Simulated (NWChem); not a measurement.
Species: CH6OSn; SMILES [O](C)[SnH3]

All runs: NWChem. STO-3G and 3-21G are far too small for this property and stand as cheap habits. The geometry was optimised at PBE0/def2-SVP. def2 effective core potentials on Sn; no spin-orbit coupling. Field at 589 nm.

| level | isotropic polarisability (bohr³) | anisotropy (bohr³) | relative time |
|---|---|---|---|
| B3LYP/STO-3G (all-electron, non-relativistic) | 24.5 | 12.7 | 1 |
| B3LYP/def2-SVP (core potentials) | 51.5 | 12.1 | 2 |
| B3LYP/def2-SVPD (core potentials) | 62.3 | 12.7 | 4 |

The last column is a rough cost ratio, cheapest run = 1.
